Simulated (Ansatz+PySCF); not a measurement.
A calculation with PySCF 2.14.0.

```python
from pyscf import gto, scf, cc

mol = gto.M(atom="""
Be 0.000000 0.000000 0.000000
S 0.000000 0.000000 1.900000
""", basis='sto-3g', charge=0, spin=0)
mf = scf.UHF(mol)
mf.kernel()
mycc = cc.CCSD(mf, frozen=6).run()
et = mycc.ccsd_t()
print(mf.e_tot, mycc.e_corr, et, mycc.e_tot + et)
```

The script is written out from the run's settings.

Output:

```
Converged                       : yes
Reference energy                : -407.53025 hartree
CCSD correlation energy         : -0.09934 hartree
Triples correction              : -0.01169 hartree
Total energy                    : -407.64128 hartree
Spin squared of the determinant : 0.000
```

Caution: large share of triples, a single reference is doubtful.
